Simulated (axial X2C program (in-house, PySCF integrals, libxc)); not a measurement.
**ErC⁺: a free-ion multiplet in an axial field**

Computed with an axial X2C code built on PySCF integrals: two-component X2C with atomic mean-field Coulomb and Gaunt terms, basis Er dyall-v3z, C dyall-v3z (cores contracted in-house). Orbitals come from Hartree–Fock averaged over the configuration Er f11 s0; CI then distributes these electrons over the f, s shells of Er.

R = 1.974 Å.

Q: Which level do Hund's rules give for f11, how many Ω levels does it split into, and what is its Landé factor?

A: S = 3/2, L = 6, J = 15/2 (4I15/2). It gives Ω = 1/2 to 15/2, 8 levels. gJ = 3/2 + [S(S+1) − L(L+1)]/[2J(J+1)] = 1.200, so g∥ = 2gJΩ.

The computed levels compare thus:

| Ω | energy (cm⁻¹) | g∥ computed | 2gJΩ |
| --- | --- | --- | --- |
| 5/2 | 0 | 6.01 | 6.00 |
| 3/2 | 5 | 3.60 | 3.60 |
| 1/2 | 15 | 1.20 | 1.20 |
| 7/2 | 21 | 8.44 | 8.40 |
| 9/2 | 87 | 10.85 | 10.80 |
| 11/2 | 198 | 13.22 | 13.20 |
| 15/2 | 262 | 17.97 | 18.00 |
| 13/2 | 302 | 15.57 | 15.60 |

The 8 lowest levels are just these Ω; they span 302 cm⁻¹, the lowest has Ω = 5/2, and the next level lies at 5922 cm⁻¹. Departures of g∥ from 2gJΩ come from intermediate coupling and from mixing with the higher-lying level J − 1 of the term. The computed g∥ is the magnitude of 2⟨Lz + ge Sz⟩.

There is no dynamic correlation: spin–orbit spacings and, for f shells, spacings inside one term are the most reliable numbers, splittings between terms come out too wide, and energies between configurations are not reliable, so the lowest level need not be the ground state of the molecule. At most 4 roots were kept for each Ω > 0 (twice that for Ω = 0) within 2.2 eV of the lowest, so higher up levels can be missing between those listed; levels with Ω > 0 are doubly degenerate and listed once, Ω = 0 levels singly. States that fill the shells left empty in the average are placed too high. Along the bond the averaged SCF switches between close solutions, so this one may not be the lowest.
